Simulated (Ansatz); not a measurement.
GeSe2 was relaxed with r2SCAN-D4 (def2-TZVP) in Ansatz in these states: charge +1 doublet, neutral quintet, neutral singlet, neutral triplet. The geometries follow in no particular order.

A:

```xyz
3

Ge    0.551    1.333   -0.456
Se   -0.963   -0.136    0.949
Se    0.412   -1.198   -0.494
```

B:

```tsv
atom	x (Å)	y (Å)	z (Å)
Ge1	-0.2370	-0.3597	-1.0988
Se2	-1.3477	0.6930	0.6977
Se3	1.5847	-0.3333	0.4011
```

C:

Cartesian coordinates in Å:
```
Ge -0.5472 0.2133 1.2056
Se -0.8287 -0.3383 -1.0623
Se 1.3759 0.1250 -0.1433
```

D:

```xyz
3

Ge    0.1614   -1.3385    0.4745
Se   -0.0795    1.0529    0.8445
Se   -0.0820    0.2855   -1.3190
```

Problem. Judge from the bond lengths which geometry belongs to which state (an estimate).

Solution. A is the neutral triplet (Se2–Se3 2.259 Å, Ge1–Se3 2.535 Å, Ge1–Se2 2.535 Å); B is the neutral quintet (Se2–Se3 3.121 Å, Ge1–Se3 2.360 Å, Ge1–Se2 2.360 Å); C is the neutral singlet (Se2–Se3 2.433 Å, Ge1–Se3 2.351 Å, Ge1–Se2 2.351 Å); D is the charge +1 doublet (Se2–Se3 2.296 Å, Ge1–Se3 2.432 Å, Ge1–Se2 2.432 Å).

At PBE0-D4/def2-TZVP a singlet lies 1.25 eV below the neutral triplet. At PBE0-D4/def2-TZVP a singlet lies 3.49 eV below the neutral quintet. These are the stationary points nearest to one start from a short search; other shapes may lie lower in each state.
